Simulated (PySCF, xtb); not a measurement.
tin monoxide (OSn), SMILES [O]=[Sn] (connectivity only; charge and spin as stated), neutral, multiplicity 1.

GFN2-xTB (xtb) at its own geometry gives an orbital gap of 4.00 eV and a dipole moment of 6.56 D.

Geometry: PBE-D3(BJ)/def2-TZVP. The def2 effective core potentials stand for the cores of Sn; spin–orbit coupling is left out.

What does PBE/def2-TZVPD run with PySCF give? (Estimate from the structure and the level; the computed values follow.)

gap 3.42 eV (levels -6.50 and -3.08 eV), dipole 4.07 D.
